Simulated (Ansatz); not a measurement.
CH5GeNO can be A, `N=[C](O)[GeH3]`, or B, `O=C[NH][GeH3]`.

Calculated with Ansatz (gas phase, PBE0-D4/def2-TZVP geometries, no zero-point term in ΔE). CCSD(T)/CBS is the MP2 limit (def2-TZVPP, def2-QZVPP) plus CCSD(T) − MP2 in def2-TZVPP, frozen cores. Functionals use def2-TZVPP. B3LYP here is the variant with VWN-RPA as its local correlation; programs differ in this. For Ge outer-core shells are correlated without core-valence functions, which leaves a few kJ/mol of doubt a bond. Scalar relativity is left out up to krypton. One conformer a species, not always the lowest.

(1) Which is lower in electronic energy at CCSD(T)/CBS, and by how much? (An estimate is asked.)

(2) Give E(B) − E(A) in kJ/mol with MP2/def2-TZVPP, CCSD/def2-TZVPP, B3LYP, PBE-D4, CCSD(T)/def2-TZVPP, ωB97M-V, r2SCAN-D4. (Estimate.)

Largest T1 diagnostic: 0.015.

Answers

(1) The calculation gave: B, by 79.7 kJ/mol.

(2) Computed: MP2/def2-TZVPP -86.2, CCSD/def2-TZVPP -82.9, B3LYP -84.0, PBE-D4 -78.4, CCSD(T)/def2-TZVPP -81.1, ωB97M-V -81.5, r2SCAN-D4 -83.9. None reverses the order clearly.

From PBE to PBE0 (25 % exact exchange), in def2-TZVPP and without D4, E(B) − E(A) moves by −3.8 kJ/mol. In def2-TZVPP, CCSD(T) changes the Hartree–Fock value by +17.8 kJ/mol (the triples alone add +1.8 kJ/mol) and MP2 by +12.7 kJ/mol.
